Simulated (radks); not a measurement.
The numbers below are computed, except where a source is named.
Problem. Species: the chlorine ion Cl+. Configuration: [Ne] 3s2 3p4 (the NIST ground configuration). Level of theory: scalar-relativistic Kohn-Sham, LDA (Slater exchange, VWN5 correlation), spin-polarised, spherical densities, point nucleus; open shells are filled with parallel spins first; hard spherical wall at 2 bohr (a radial shooting solver on a logarithmic mesh with Libxc functionals). Some entries of the table are withheld. Estimate them.

orbital,occ.,eigenvalue (hartree),<r> (bohr)
1s up,1,-99.50165,0.09127
1s down,1,-99.46721,0.09125
2s up,1,-8.33113,0.4520
2s down,1,-8.29700,0.4515
2p up,3,-6.09253,0.4160
2p down,3,-6.04945,0.4157
3s up,1,0.17728,1.131
3s down,1,0.28562,1.131
3p up,3,0.80775,1.127
3p down,1,0.91603,1.128
3d up,0,1.62617,(1)
3d down,0,1.72813,(2)
4s up,0,6.04564,(3)
4s down,0,6.12618,(4)
4p up,0,6.35903,1.115
4p down,0,6.43867,1.115

Solution. 
(1) 3d up <r> (bohr): 1.114
(2) 3d down <r> (bohr): 1.112
(3) 4s up <r> (bohr): 1.152
(4) 4s down <r> (bohr): 1.151
